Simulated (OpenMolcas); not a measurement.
Al⁺: CASPT2 settings compared

- Program: OpenMolcas 26.06
- Basis: ANO-RCC-VDZ [4s3p]
- Scalar Hamiltonian: DKH4, point nucleus
- Active space: 2 electrons in 4 orbitals (3s 3p)
- State averaging: 2S+1 = 3 even, 3 roots (0 in the spin-orbit step); 2S+1 = 1 even, 1 root; 2S+1 = 3 odd, 3 roots; 2S+1 = 1 odd, 3 roots
- Spin-orbit coupling: state interaction with AMFI integrals over the reference wave functions, term energies averaged over their components

Methods on the same reference wave functions:
A. CASSCF
B. SS-CASPT2, IPEA 0.6 Eh, real shift 0.05 Eh (closed shells correlated: none)
C. SS-CASPT2, IPEA 0.1 Eh, imaginary shift 0.1 Eh (closed shells correlated: none)
D. XMS-CASPT2, IPEA 0.4 Eh, sigma1 regulariser 0.5 Eh (closed shells correlated: 2s 2p)

Energies in cm-1 above 3s2 1S0, the measured ground level; measured values from NIST Handbook of Basic Atomic Spectroscopic Data.

| Level | A | B | C | D | Measured |
| --- | --- | --- | --- | --- | --- |
| 3s2 1S0 | 0.0 | 0.0 | 0.0 | 0.0 | 0.0 |
| 3s 3p 3P* 0 | 37062 | 37130 | 37130 | 37140 | 37393 |
| 3s 3p 3P* 1 | 37114 | 37180 | 37180 | 37190 | 37454 |
| 3s 3p 3P* 2 | 37217 | 37280 | 37280 | 37300 | 37578 |
| 3s 3p 1P* 1 | 67045 | 67000 | 66970 | 66920 | 59852 |

Deviations, from unrounded energies. A percentage is the sum of absolute deviations over the sum of measured energies, with the sign that they share, or ± where signs differ.

```csv
Against measurement,Levels,A,B,C,D
mean absolute deviation (cm-1),4,2100,2000,2000,2000
other configurations (%),4,±4.8,±4.6,±4.6,±4.6
```

A, B, C, D lie about equally close to measurement. The largest miss of D in the table is 3s 3p 1P* 1, by +7100 cm-1. The ranking rests on the paired levels alone, and a cruder setting can come out closer through cancelling errors.

Among B to D the level of the table that moves most is 3s 3p 1P* 1, by 84 cm-1 (lowest in D, highest in B). Moves below CASPT2's spread within the term are not significant.

The lowest spin-free term lies below A's lowest term by 0.001 hartree in B, 0.001 hartree in C, 0.033 hartree in D.

Term energies are means over components that CASPT2 splits; among the terms shown or strongly mixed into the levels shown the widest spread is 17 cm-1 (3s 3p 1P*, D). Without dynamic correlation excited terms often stand tens of per cent too high (terms of higher spin than the ground term too low), and those without a measured partner can miss by more than the paired ones (holds for A). Measured partners are found by configuration, term and J. A level has none where our copy of the source lacks it or the pairing is in doubt (some pairs that miss far off the trend of their configuration count as doubtful), and it then counts in no deviation. Levels of configurations outside the active space are missing.

* marks odd parity.
